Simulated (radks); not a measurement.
All-electron atom: Zr+ in [Kr] 4d2 7d1 (not the ground configuration). Method: Dirac Kohn-Sham, PBE, spin-unpolarised, spherical densities, point nucleus; open shells fill j = l - 1/2 first; computed with a radial shooting solver on a logarithmic mesh with Libxc functionals.

Spin-orbit splittings of the eigenvalues, e(l+1/2) - e(l-1/2), with zeta = 2 splitting/(2l+1) and mean radii in bohr:

shell  occ.  splitting (eV)  zeta (eV)  <r> j=l-1/2  <r> j=l+1/2
2p        6           85.86      57.24       0.1387       0.1430
3p        6           13.67      9.113       0.4549       0.4654
3d       10           2.497     0.9988       0.4504       0.4540
4p        6           1.778      1.185        1.344        1.374
4d        2          0.1542    0.06167        2.009        2.024
7d        1        0.003962   0.001585        18.92        18.92
